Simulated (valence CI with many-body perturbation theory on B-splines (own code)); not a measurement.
## Zn²³⁺: electric-dipole lines

Method: relativistic CI+MBPT: five valence electrons over a frozen Dirac-Fock core [He], radial functions for each j: 11 s, 11 p, 10 d, 8 f, 5 g, 2 h, with the one-electron correlation potential Σ1, the two-electron term Σ2, the three-electron term Σ3, Breit, model QED; selected CI, second order for the rest, scaled by the run's own slope (own B-spline code, finite nucleus).

No measured spectrum was set against this ion. As an estimate, levels of excited configurations hold to 0.05 to 0.15 % of their energy, terms of the ground configuration to about 0.5 %. Among the levels kept, up to 5500 cm⁻¹ of a level comes from second order outside the variational space, and about a tenth of that is noise between levels of different J, which matters for small intervals.

Lines 51 to 100 of 600 in falling wavelength, among levels below 111.22 Ry, chosen from the strongest by gf and those to the six lowest levels. Wavelengths and rates use the calculated energies, so an error of 900 cm⁻¹ moves a line at 337.2 Å by 0.3 % and its rate by three times that or more. Electric multipoles are in the length gauge, E1 and E2 with the static RPA response of the core. Weak lines are less certain than strong ones. Lines between different terms over intervals too small for the method are left out, as are lines whose strength nearly cancels. Where a level lies close to another of its J and parity, the split of strength between their lines is uncertain. The highest levels of a list are the least certain.

Names give the largest LS component (configuration and term), which can be under half, so a name can repeat, a term be missing and a line seem to break the LS rules; names also repeat where a configuration has a term twice. Letters in brackets count levels of one name in rising energy.

```
λ vac (Å)                   Upper                   Lower   A (s⁻¹)  S (a.u.) with core polarisation  S without
    337.2    2s 2p3 3p 4D_7/2 [b]       2s 2p3 3s 4P°_5/2  3.98e+09                         6.03e-01   6.03e-01
    336.9       2s2 2p2 3d 4F_7/2      2s2 2p2 3p 4P°_5/2  7.31e+08                         1.10e-01   1.10e-01
    336.2   2s 2p3 3d 2D°_5/2 [a]    2s 2p3 3p 4P_3/2 [b]  1.29e+09                         1.45e-01   1.45e-01
    335.5  2s2 2p2 3p 2D°_5/2 [a]       2s2 2p2 3s 2D_5/2  1.12e+09                         1.25e-01   1.25e-01
    335.4  2s2 2p2 3p 2P°_1/2 [c]       2s2 2p2 3s 2S_1/2  3.80e+09                         1.41e-01   1.41e-01
    334.6       2s 2p3 3d 4G°_9/2        2s 2p3 3p 4F_7/2  2.79e+09                         5.16e-01   5.16e-01
    334.5    2s 2p3 3p 2D_5/2 [c]   2s 2p3 3s 2P°_3/2 [c]  2.19e+09                         2.43e-01   2.43e-01
    334.5    2s 2p3 3p 2P_3/2 [e]   2s 2p3 3s 2P°_3/2 [b]  1.29e+09                         9.53e-02   9.54e-02
    333.8    2s 2p3 3p 4P_1/2 [c]       2s 2p3 3s 4P°_3/2  2.57e+09                         9.42e-02   9.42e-02
    333.7   2s 2p3 3d 2D°_3/2 [d]    2s 2p3 3p 2P_1/2 [c]  1.96e+09                         1.44e-01   1.44e-01
    331.6   2s 2p3 3d 4D°_7/2 [d]    2s 2p3 3p 4P_5/2 [e]  3.34e+09                         4.81e-01   4.81e-01
    331.1  2s2 2p2 3p 2D°_5/2 [b]       2s2 2p2 3s 2D_3/2  1.37e+09                         1.47e-01   1.47e-01
    330.7   2s 2p3 3d 2D°_5/2 [d]    2s 2p3 3p 2P_3/2 [d]  2.13e+09                         2.28e-01   2.28e-01
    330.4    2s 2p3 3p 2F_7/2 [b]   2s 2p3 3s 2D°_5/2 [b]  4.34e+09                         6.19e-01   6.19e-01
    330.2   2s2 2p2 3d 2F_7/2 [c]  2s2 2p2 3p 2D°_5/2 [a]  2.88e+09                         4.10e-01   4.10e-01
    329.9       2s2 2p2 3d 4F_9/2      2s2 2p2 3p 4D°_7/2  3.40e+09                         6.03e-01   6.03e-01
    329.3    2s 2p3 3p 2D_5/2 [c]   2s 2p3 3s 2P°_3/2 [b]  1.59e+09                         1.68e-01   1.68e-01
    328.9    2s 2p3 3p 2P_3/2 [c]       2s 2p3 3s 2S°_1/2  1.61e+09                         1.13e-01   1.13e-01
    328.3      2s2 2p2 3p 4D°_5/2       2s2 2p2 3s 4P_3/2  2.72e+09                         2.85e-01   2.85e-01
    327.9        2s 2p3 3p 4F_7/2       2s 2p3 3s 4D°_5/2  2.93e+09                         4.08e-01   4.08e-01
    327.8    2s 2p3 3p 4D_5/2 [a]       2s 2p3 3s 4D°_5/2  9.90e+08                         1.03e-01   1.03e-01
    327.3    2s 2p3 3p 4P_5/2 [e]   2s 2p3 3s 4S°_3/2 [b]  3.94e+09                         4.09e-01   4.09e-01
    325.7   2s 2p3 3d 4F°_5/2 [a]        2s 2p3 3p 4F_5/2  1.42e+09                         1.45e-01   1.45e-01
    325.7    2s 2p3 3p 4P_5/2 [d]   2s 2p3 3s 2P°_3/2 [a]  2.78e+09                         2.84e-01   2.84e-01
    325.3   2s 2p3 3d 2F°_7/2 [b]    2s 2p3 3p 4P_5/2 [d]  3.08e+09                         4.19e-01   4.19e-01
    325.3   2s 2p3 3d 4F°_7/2 [b]    2s 2p3 3p 4D_5/2 [b]  2.85e+09                         3.88e-01   3.88e-01
    324.3       2s2 2p2 3d 2G_9/2      2s2 2p2 3p 2F°_7/2  3.64e+09                         6.13e-01   6.13e-01
    324.2      2s2 2p2 3p 4D°_7/2       2s2 2p2 3s 4P_5/2  4.20e+09                         5.65e-01   5.65e-01
    323.9  2s2 2p2 3p 2P°_1/2 [b]       2s2 2p2 3s 2D_3/2  3.27e+09                         1.10e-01   1.10e-01
    322.5       2s2 2p2 3d 4F_7/2      2s2 2p2 3p 4D°_5/2  2.75e+09                         3.64e-01   3.64e-01
    321.4   2s2 2p2 3d 4F_5/2 [b]      2s2 2p2 3p 4D°_5/2  8.94e+08                         8.78e-02   8.78e-02
    321.1    2s 2p3 3p 2P_3/2 [f]   2s 2p3 3s 2P°_1/2 [b]  3.43e+09                         2.24e-01   2.24e-01
    320.8   2s 2p3 3d 4F°_3/2 [a]    2s 2p3 3p 4D_3/2 [a]  1.41e+09                         9.21e-02   9.21e-02
    320.7      2s2 2p2 3p 2F°_7/2       2s2 2p2 3s 2D_5/2  4.34e+09                         5.66e-01   5.66e-01
    320.5       2s 2p3 3d 4P°_5/2        2s 2p3 3p 4S_3/2  2.37e+09                         2.31e-01   2.31e-01
    320.0        2s 2p3 3p 4F_9/2       2s 2p3 3s 4D°_7/2  5.09e+09                         8.23e-01   8.24e-01
    319.9  2s2 2p2 3p 2D°_3/2 [a]       2s2 2p2 3s 2P_1/2  1.71e+09                         1.11e-01   1.11e-01
    319.9       2s 2p3 3d 4S°_3/2    2s 2p3 3p 4P_5/2 [b]  1.95e+09                         1.26e-01   1.26e-01
    319.9   2s2 2p2 3d 2D_5/2 [d]  2s2 2p2 3p 2P°_3/2 [c]  3.53e+09                         3.42e-01   3.42e-01
    319.8   2s 2p3 3d 2F°_7/2 [a]    2s 2p3 3p 2D_5/2 [a]  2.43e+09                         3.14e-01   3.14e-01
    319.4   2s 2p3 3d 2D°_5/2 [d]    2s 2p3 3p 2D_5/2 [b]  9.44e+08                         9.11e-02   9.10e-02
    319.3       2s2 2p2 3d 2F_5/2  2s2 2p2 3p 2D°_3/2 [a]  2.88e+09                         2.78e-01   2.78e-01
    318.5    2s 2p3 3p 4P_3/2 [b]   2s 2p3 3s 2D°_3/2 [a]  1.39e+09                         8.86e-02   8.86e-02
    317.8   2s 2p3 3d 4F°_9/2 [a]    2s 2p3 3p 4D_7/2 [a]  1.86e+09                         2.95e-01   2.95e-01
    317.6   2s 2p3 3d 2G°_9/2 [a]    2s 2p3 3p 2F_7/2 [a]  2.99e+09                         4.73e-01   4.73e-01
    317.5    2s 2p3 3p 4D_5/2 [a]       2s 2p3 3s 4D°_3/2  3.14e+09                         2.97e-01   2.97e-01
    317.5    2s 2p3 3p 2P_3/2 [b]   2s 2p3 3s 2P°_3/2 [a]  4.20e+09                         2.65e-01   2.66e-01
    317.1   2s2 2p2 3d 4F_5/2 [a]  2s2 2p2 3p 4D°_3/2 [a]  3.76e+09                         3.55e-01   3.55e-01
    316.6        2s 2p3 3p 6P_7/2       2s 2p3 3s 6S°_5/2  4.77e+09                         5.98e-01   5.98e-01
    316.3    2s 2p3 3p 2D_3/2 [c]   2s 2p3 3s 2D°_5/2 [b]  1.37e+09                         8.58e-02   8.58e-02
```
